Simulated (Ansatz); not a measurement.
A nudged elastic band was laid between two geometries of C2H10BNOSi (16 atoms, charge 0, multiplicity 1).

Method: RKS PBE0-D4/def2-SVP in Ansatz.

- movable images: 5
- climbing image: yes
- spring: 5.0 eV/Å²
- optimiser: quadratic models (default)
- start path: through a guess of the saddle point
- force threshold: 0.05 eV/Å
- iteration limit: 39
- end points: relaxed

Image 0:

```xyz
16
Properties=species:S:1:pos:R:3
C -1.890 -0.205 -1.216
B -0.882 -0.902 -0.229
N 0.351 -0.374 0.217
C 1.152 -1.109 1.194
Si 1.045 1.175 -0.260
O 0.901 2.315 0.944
H -2.010 -0.840 -2.112
H -2.889 -0.181 -0.747
H -1.643 0.810 -1.554
H -1.186 -1.997 0.211
H 1.322 -0.510 2.105
H 2.141 -1.380 0.787
H 0.633 -2.032 1.483
H 0.412 1.626 -1.528
H 2.511 0.985 -0.417
H 0.009 2.598 1.167
```

Image 6:

```xyz
16
Properties=species:S:1:pos:R:3
C -1.883 -0.063 -1.035
B -0.826 -0.910 -0.233
N 0.312 -0.359 0.399
C 1.240 -1.203 1.143
Si 0.610 1.381 0.367
O 0.835 1.967 -1.172
H -2.104 -0.560 -1.995
H -2.838 -0.066 -0.479
H -1.611 0.980 -1.251
H -0.989 -2.112 -0.124
H 1.268 -0.943 2.214
H 2.270 -1.120 0.758
H 0.930 -2.253 1.059
H 1.825 1.575 1.217
H -0.537 2.156 0.900
H 1.475 1.508 -1.724
```

(1) Which bonds break or form, and what moves?

(2) What energy profile does the band end with?

(3) What is the geometry of the highest image?

The band took 21 iterations and roughly 20 core-minutes.

Answers

(1) No bond is made or broken. The dihedral B2–N3–Si5–O6 goes from 105 to -62°.

(2) It converged. The highest image is number 3 of 0 to 6, 0.096 eV above the ends, which have the same energy within 2 meV. A vibrational analysis at the climbing image gives 2 clearly imaginary modes (135i, 57i cm⁻¹): a point of higher order, so a lower path passes nearby.

```tsv
image	path coordinate (Å)	energy (eV)	dihedral B2–N3–Si5–O6 (°)
0	0.00	0.000	105
1	2.18	0.034	150
2	4.36	0.040	-170
3	6.54	0.096	-150
4	8.43	0.046	-131
5	10.32	0.031	-94
6	12.21	-0.001	-62
```

(3) 
```xyz
16
Properties=species:S:1:pos:R:3
C -1.719 -0.415 -1.579
B -0.998 -0.895 -0.264
N 0.089 -0.251 0.368
C 0.620 -0.802 1.615
Si 0.828 1.235 -0.217
O 2.436 1.216 0.222
H -1.628 -1.205 -2.345
H -2.801 -0.331 -1.379
H -1.380 0.530 -2.025
H -1.408 -1.910 0.271
H -0.194 -1.089 2.296
H 1.261 -0.074 2.132
H 1.241 -1.692 1.425
H 0.196 2.442 0.405
H 0.714 1.303 -1.694
H 2.722 1.915 0.814
```

Run time: 10 min on 2 threads of Intel(R) Xeon(R) Platinum 8259CL CPU @ 2.50GHz (Skylake/Cascade Lake), with other jobs on the host, peak memory 0.44 GiB.
